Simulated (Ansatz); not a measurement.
The same path of Cl$_{4}$FHTi (7 atoms, charge 0, multiplicity 1) was run 3 times with different band settings. Lost on the way: Ti1–Cl2, F6–H7. Made: Cl2–H7.

All numbers below come from RKS BHLYP-D4/def2-SVP (Ansatz 0.2.0).

Relaxed end points:

```xyz
7
Properties=species:S:1:pos:R:3
Ti 0.008 0.000 0.040
Cl 0.296 0.000 2.234
Cl 2.054 0.000 -0.628
Cl -0.759 1.822 -0.831
Cl -0.758 -1.823 -0.831
F -2.268 0.000 0.990
H -2.084 0.001 1.893
```

```xyz
7
Properties=species:S:1:pos:R:3
Ti -0.516 0.000 -0.621
Cl -0.096 0.000 3.555
Cl 1.507 0.000 0.099
Cl -0.874 1.763 -1.804
Cl -0.873 -1.764 -1.803
F -1.596 0.000 0.727
H -1.063 0.000 2.716
```

Common settings: movable images 7; climbing image yes; optimiser quadratic models (default); force threshold 0.03 eV/Å; iteration limit 60; end points relaxed.

| run | spring | start path |
| --- | --- | --- |
| 1 | 5.0 eV/Å² | through a guess of the saddle point |
| 2 | 50.0 eV/Å² | through a guess of the saddle point |
| 3 | 5.0 eV/Å² | straight line |

(1) What does each run give, and how far can it be trusted?

Results:

(1) Run 1: converged after 14 iterations, highest image 0.641 eV above the first end. A vibrational analysis at the climbing image gives one clearly imaginary mode, 815i cm⁻¹, and a faint second one (23i cm⁻¹) that may be numerical noise or a soft torsion: probably a first-order saddle point.
Run 2: converged after 13 iterations, highest image 0.641 eV above the first end. Another band between the same ends (7 images) ends at a top of the same energy, where a vibrational analysis finds 1 clearly imaginary mode.
Run 3: converged after 10 iterations, highest image 0.641 eV above the first end. Another band between the same ends (7 images) ends at a top of the same energy, where a vibrational analysis finds 1 clearly imaginary mode.
The orbitals stay closed-shell, which can raise the energy where a bond breaks towards radicals; this wasn't checked here.
